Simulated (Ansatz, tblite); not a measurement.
Forces on Ga₁₁N₁₀H₂₈⁻, a nanocrystal cut from wurtzite GaN (hydrogen-capped) at its PBE-D4/def2-SVP geometry. The state is a singlet with charge -1.

The xTB rows come from tblite. Single mean-field runs in def2-TZVP are fitted with def2-universal-jkfit.

GFN2-xTB (tblite), largest force 0.74 eV/Å:

```xyz
49
positions Å, forces eV/Å
Ga    0.445    3.991    0.183   -0.079   -0.421   -0.185
N     0.514    2.362    1.433    0.028   -0.028    0.163
Ga   -2.914    1.210    1.201    0.343    0.014   -0.361
N    -2.846   -0.485    2.410   -0.104   -0.133    0.321
Ga   -1.783    2.219   -1.585    0.244   -0.312    0.429
N     0.026    3.069   -1.522   -0.020    0.332   -0.280
N    -1.634    0.741   -0.213   -0.160    0.095    0.022
Ga    0.159    0.667    0.478   -0.154   -0.230   -0.685
Ga   -1.430   -1.834    1.988    0.301   -0.090   -0.393
N     0.260   -0.826    1.817    0.084   -0.063    0.477
Ga    1.485    1.884   -2.205   -0.128   -0.274    0.500
N     1.556    0.413   -0.819    0.173    0.061   -0.041
Ga    3.328    0.571    0.016   -0.441    0.094   -0.213
Ga    1.664   -2.151    1.401   -0.434   -0.015   -0.253
N     3.372   -1.122    1.230    0.185   -0.163    0.267
Ga   -2.085   -0.911   -1.122    0.293    0.291    0.319
N    -1.799   -2.419    0.164   -0.271   -0.343    0.071
N    -0.580   -1.141   -2.438   -0.058   -0.057   -0.278
Ga    1.314   -1.259   -1.767   -0.094    0.330    0.392
Ga   -0.481   -3.787   -0.490    0.074    0.502    0.119
N     1.225   -2.729   -0.410    0.205   -0.392   -0.019
H    -0.780    4.867    0.704    0.270   -0.161   -0.122
H     1.921    4.588    0.191   -0.322   -0.100   -0.010
H    -0.190    2.501    2.173    0.168    0.027   -0.047
H     1.450    2.334    1.863   -0.164    0.061    0.016
H    -2.322    2.319    2.196   -0.268   -0.186   -0.151
H    -4.430    1.251    0.724    0.333   -0.030    0.087
H    -2.756   -0.182    3.390   -0.018   -0.023   -0.167
H    -3.766   -0.946    2.368    0.178    0.099   -0.063
H    -2.898    3.251   -1.091    0.242   -0.174   -0.111
H    -1.967    1.513   -3.017   -0.061    0.231    0.152
H    -0.030    3.824   -2.225    0.002   -0.048    0.037
H    -1.415   -2.948    3.120    0.015    0.308   -0.305
H     0.477   -0.427    2.744   -0.008    0.004   -0.042
H     2.882    2.658   -2.189   -0.295   -0.119   -0.009
H     0.993    1.209   -3.580    0.157    0.209    0.111
H     3.368    1.737    1.115    0.152   -0.229   -0.230
H     4.544    0.330   -0.980   -0.277    0.034    0.202
H     1.843   -3.282    2.502   -0.064    0.316   -0.290
H     3.703   -0.843    2.165   -0.048   -0.020   -0.161
H     4.105   -1.752    0.876   -0.166    0.134    0.002
H    -3.506   -1.069   -1.804    0.332    0.052    0.159
H    -2.694   -2.933    0.185    0.033    0.046   -0.011
H    -0.613   -0.314   -3.062    0.010   -0.099    0.107
H    -0.776   -1.959   -3.033    0.020    0.082    0.060
H     2.330   -1.667   -2.912   -0.234    0.110    0.266
H    -0.409   -5.000    0.545   -0.009    0.252   -0.182
H    -0.806   -4.114   -2.027    0.059   -0.025    0.327
H     1.947   -3.408   -0.695   -0.025    0.052    0.000
```

PBE-D4/def2-TZVP (Ansatz), largest force 0.33 eV/Å:

```
Ga 0.008 0.033 0.029
N 0.052 0.004 0.278
Ga -0.035 0.008 0.008
N -0.216 -0.032 0.248
Ga -0.004 0.004 -0.004
N -0.013 0.141 -0.141
N -0.018 0.015 0.004
Ga 0.012 0.015 0.059
Ga -0.028 -0.030 0.056
N 0.035 0.062 0.153
Ga 0.003 0.004 -0.006
N 0.022 0.011 -0.004
Ga 0.037 0.000 -0.006
Ga 0.040 -0.037 0.043
N 0.280 -0.083 0.154
Ga -0.032 -0.021 -0.037
N -0.148 -0.109 0.004
N -0.055 -0.002 -0.291
Ga 0.011 -0.026 -0.045
Ga -0.003 -0.027 0.000
N 0.115 -0.136 -0.046
H 0.022 -0.010 -0.025
H -0.032 -0.005 -0.015
H 0.150 -0.022 -0.180
H -0.205 0.013 -0.113
H -0.014 -0.023 -0.023
H 0.047 -0.004 0.009
H 0.002 -0.057 -0.243
H 0.220 0.105 -0.026
H 0.026 -0.018 -0.011
H 0.002 0.016 0.022
H 0.012 -0.156 0.149
H 0.011 0.012 -0.024
H -0.047 -0.081 -0.206
H -0.031 -0.012 0.001
H 0.010 0.015 0.021
H 0.000 -0.024 -0.025
H -0.040 0.005 0.025
H -0.017 0.015 -0.019
H -0.101 -0.047 -0.224
H -0.190 0.147 0.051
H 0.016 0.012 0.019
H 0.195 0.122 -0.010
H 0.010 -0.178 0.150
H 0.047 0.174 0.155
H -0.006 0.015 0.023
H 0.000 0.027 -0.017
H 0.006 0.011 0.023
H -0.158 0.158 0.057
```

r2SCAN-D4/def2-TZVP (Ansatz), largest force 0.53 eV/Å:

```
Ga -0.007 -0.063 0.002
N 0.065 -0.008 0.352
Ga -0.007 -0.080 0.003
N -0.263 -0.072 0.318
Ga 0.062 -0.011 0.054
N -0.014 0.194 -0.175
N -0.020 0.008 0.010
Ga 0.014 0.060 0.046
Ga -0.053 0.028 0.003
N 0.044 0.050 0.203
Ga -0.040 -0.001 0.072
N 0.024 0.003 0.001
Ga -0.008 -0.080 0.003
Ga 0.055 0.017 -0.017
N 0.341 -0.133 0.205
Ga 0.017 -0.026 -0.009
N -0.188 -0.131 0.026
N -0.071 -0.001 -0.379
Ga -0.024 -0.022 -0.001
Ga 0.009 0.059 0.016
N 0.155 -0.166 -0.039
H 0.164 -0.100 -0.084
H -0.199 -0.063 -0.015
H 0.377 -0.052 -0.373
H -0.488 0.036 -0.210
H -0.095 -0.144 -0.135
H 0.213 -0.008 0.065
H -0.035 -0.145 -0.506
H 0.468 0.229 -0.003
H 0.147 -0.128 -0.067
H 0.012 0.102 0.176
H 0.026 -0.339 0.320
H 0.007 0.137 -0.148
H -0.098 -0.179 -0.419
H -0.183 -0.094 -0.004
H 0.073 0.095 0.164
H 0.009 -0.155 -0.154
H -0.172 0.032 0.137
H -0.033 0.142 -0.140
H -0.180 -0.131 -0.479
H -0.383 0.317 0.158
H 0.171 0.028 0.090
H 0.414 0.241 -0.016
H 0.015 -0.430 0.314
H 0.098 0.413 0.294
H -0.117 0.058 0.145
H -0.009 0.157 -0.132
H 0.041 0.037 0.196
H -0.336 0.318 0.127
```
